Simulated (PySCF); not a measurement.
**A parent and its derivatives**

Computed, not measured: PySCF, TDDFT PBE0/def2-SVPD, vertical, gas phase, core orbitals frozen in the response. Geometries: GFN2-xTB; one conformer of each isolated species. Triplets are in the Tamm–Dancoff approximation. 'Strongest' means the level of largest summed f among the lowest 8 singlets; it needn't be the same kind of state in each. Ions are computed without counter-ions or solvent.

Parent: 1H-phosphole (`c1cc[pH]c1`), with lowest singlet excitation energy 4.82 eV, HOMO energy -6.84 eV, energy of the strongest computed level 5.17 eV, oscillator strength of the strongest level 0.09, HOMO–LUMO gap 5.64 eV. Its spectrum: 4.82 eV (f 0.042); 5.17 eV (f 0.089); 6.29 eV (f 0.005); 6.48 eV (f 0.008); 6.72 eV (f 0.001).

Shifts from the parent:

```csv
change,SMILES,Δ S1 (eV),Δ HOMO (eV),Δ strongest (eV),Δ f (strongest),Δ gap (eV)
P protonated,C1=C[PH2+]C=C1,-0.67,-5.76,+1.41,-0.06,-0.52
phosphine turned into its oxide,O=[PH]1C=CC=C1,-0.87,-0.63,+2.13,-0.02,-0.54
phosphine turned into its sulfide,S=[PH]1C=CC=C1,-1.76,+0.17,-0.68,-0.05,-1.36
phosphine turned into its P-methylated cation,C[PH+]1C=CC=C1,-0.64,-5.37,+1.46,-0.05,-0.51
```

(1) Predict the same shifts for this change: phosphine turned into its P-ethylated cation (`CC[PH+]1C=CC=C1`).

Answers

(1) Δ lowest singlet excitation energy -0.65 eV, Δ HOMO energy -5.24 eV, Δ energy of the strongest computed level +1.01 eV, Δ oscillator strength of the strongest level -0.01, Δ HOMO–LUMO gap -0.52 eV. Spectrum: 4.17 eV (f 0.029); 6.18 eV (f 0.075); 6.38 eV (f 0.001); 6.46 eV (f 0.007); 6.60 eV (f 0.020). S1 falls most with phosphine turned into its sulfide (-1.76 eV); all changes lower it. S1 is simply the lowest singlet of each species and needn't be the same kind of state throughout. Over these 5 changes the shifts of S1 and of the HOMO–LUMO gap correlate with r = 0.99.

Lowest levels of each derivative:
- `C1=C[PH2+]C=C1`: 4.14 eV (f 0.031); 5.92 eV (f 0.002); 6.58 eV (f 0.034)
- `O=[PH]1C=CC=C1`: 3.95 eV (f 0.010); 4.33 eV (f 0.001); 4.68 eV (f 0.037)
- `CC[PH+]1C=CC=C1`: 4.17 eV (f 0.029); 6.18 eV (f 0.075); 6.38 eV (f 0.001)
- `S=[PH]1C=CC=C1`: 3.06 eV (f 0.000); 3.19 eV (f 0.013); 4.48 eV (f 0.040)
- `C[PH+]1C=CC=C1`: 4.18 eV (f 0.031); 6.37 eV (f 0.009); 6.47 eV (f 0.000)
